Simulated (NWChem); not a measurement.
System: C3H5Br; SMILES C/C=C\Br

Here is an NWChem input.

```
start job
memory heap 200 mb stack 900 mb global 1100 mb
geometry units angstroms noautosym nocenter noautoz
  C     -0.875967     2.194576     0.000000
  C      0.548395     1.731931     0.000000
  C      1.018253     0.486392     0.000000
  Br    -0.069181    -1.093138     0.000000
  H     -1.576876     1.356738     0.000000
  H     -1.078594     2.817031    -0.881294
  H     -1.078594     2.817031     0.881294
  H      1.312308     2.511304     0.000000
  H      2.072943     0.241609     0.000000
end
basis spherical
  * library 6-31g*
end
dft
  xc b3lyp
  iterations 150
end
property
  response 1 0.0773
end
task dft property
```

NWChem printed, in part:

```
             Northwest Computational Chemistry Package (NWChem) 7.3.0
             --------------------------------------------------------

                             Geometry "geometry" -> ""
                             -------------------------

 Output coordinates in angstroms (scale by  1.889725989 to convert to a.u.)

  No.       Tag          Charge          X              Y              Z
 ---- ---------------- ---------- -------------- -------------- --------------
    1 C                    6.0000    -0.87596700     2.19457600     0.00000000
    2 C                    6.0000     0.54839500     1.73193100     0.00000000
    3 C                    6.0000     1.01825300     0.48639200     0.00000000
    4 Br                  35.0000    -0.06918100    -1.09313800     0.00000000
    5 H                    1.0000    -1.57687600     1.35673800     0.00000000
    6 H                    1.0000    -1.07859400     2.81703100    -0.88129400
    7 H                    1.0000    -1.07859400     2.81703100     0.88129400
    8 H                    1.0000     1.31230800     2.51130400     0.00000000
    9 H                    1.0000     2.07294300     0.24160900     0.00000000

 Effective nuclear repulsion energy (a.u.)     220.7821737158

                              NWChem Property Module
                              ----------------------

                                 NWChem DFT Module
                                 -----------------

 Summary of "ao basis" -> "ao basis" (spherical)
 ------------------------------------------------------------------------------
       Tag                 Description            Shells   Functions and Types
 ---------------- ------------------------------  ------  ---------------------
 C                           6-31g*                  6       14   3s2p1d
 Br                          6-31g*                 12       32   5s4p3d
 H                           6-31g*                  2        2   2s

            General Information
            -------------------
          SCF calculation type: DFT
          Wavefunction type:  closed shell.
          No. of atoms     :     9
          No. of electrons :    58
           Alpha electrons :    29
            Beta electrons :    29
          Charge           :     0
          Spin multiplicity:     1
          Use of symmetry is: off; symmetry adaption is: off
          Maximum number of iterations: 150
          AO basis - number of functions:    84
                     number of shells:    40
          Convergence on energy requested:  1.00D-06
          Convergence on density requested:  1.00D-05
          Convergence on gradient requested:  5.00D-04

              XC Information
              --------------
                         B3LYP Method XC Potential
                     Hartree-Fock (Exact) Exchange  0.200
                        Slater Exchange Functional  0.800 local
                    Becke 1988 Exchange Functional  0.720 non-local
              Lee-Yang-Parr Correlation Functional  0.810
                  VWN I RPA Correlation Functional  0.190 local

             Grid Information
             ----------------
          Grid used for XC integration:  medium
          Radial quadrature: Mura-Knowles
          Angular quadrature: Lebedev.
          Tag              B.-S. Rad. Rad. Pts. Rad. Cut. Ang. Pts.
          ---              ---------- --------- --------- ---------
          C                   0.70       49          10.0       434
          Br                  1.15      112          10.0       590
          H                   0.35       45          11.0       434
          Grid pruning is: on
          Number of quadrature shells:   484
          Spatial weights used:  Erf1

      Superposition of Atomic Density Guess
      -------------------------------------

 Sum of atomic energies:       -2687.55920367

      Non-variational initial energy
      ------------------------------

 Total energy =   -2689.591393
 1-e energy   =   -4174.378316
 2-e energy   =    1264.004749
 HOMO         =      -0.265195
 LUMO         =       0.046154

   convergence    iter        energy       DeltaE   RMS-Dens  Diis-err
 ---------------- ----- ----------------- --------- --------- ---------
 d= 0,ls=0.0,diis     1  -2691.1300838601 -2.91D+03  9.04D-03  4.19D-01
 d= 0,ls=0.0,diis     2  -2691.1358432234 -5.76D-03  7.18D-03  3.48D-01
 d= 0,ls=0.0,diis     3  -2691.1683219244 -3.25D-02  2.57D-03  8.36D-02
 d= 0,ls=0.0,diis     4  -2691.1786882510 -1.04D-02  8.57D-04  7.67D-03
 d= 0,ls=0.0,diis     5  -2691.1796660248 -9.78D-04  2.02D-04  2.91D-04
  Resetting Diis
 d= 0,ls=0.0,diis     6  -2691.1797081889 -4.22D-05  2.44D-05  4.25D-06
 d= 0,ls=0.0,diis     7  -2691.1797086930 -5.04D-07  1.05D-05  4.82D-07
 d= 0,ls=0.0,diis     8  -2691.1797086783  1.46D-08  5.65D-06  5.98D-07

         Total DFT energy =    -2691.179708678319
      One electron energy =    -4177.697814746721
           Coulomb energy =     1375.199271871551
    Exchange-Corr. energy =     -109.463339518988
 Nuclear repulsion energy =      220.782173715839

 Numeric. integr. density =       57.999986510960

                       DFT Final Molecular Orbital Analysis
                       ------------------------------------

[...]

 DFT Linear Response polarizability / au
 Frequency  =       0.0773000 / au
 Wavelength =     589.4353558 / nm
              X              Y              Z
 -----------------------------------------------
 X      44.9752397     -0.1041754     -0.0000001
 Y      -0.1041748     72.8411927      0.0000002
 Z      -0.0000001      0.0000002     28.7432663
 -----------------------------------------------
 Eigenvalues =      44.9748502     72.8415821     28.7432663
 Isotropic   =      48.8532329
 Anisotropic =      38.6308201
 -----------------------------------------------

 Magnetic Dipole Response Matrix (nonzero elements):

 Exiting AOResponse driver routine
```

Level: B3LYP/6-31G* (spherical d). All runs use the structure optimised with B3LYP/6-31G* (spherical d).
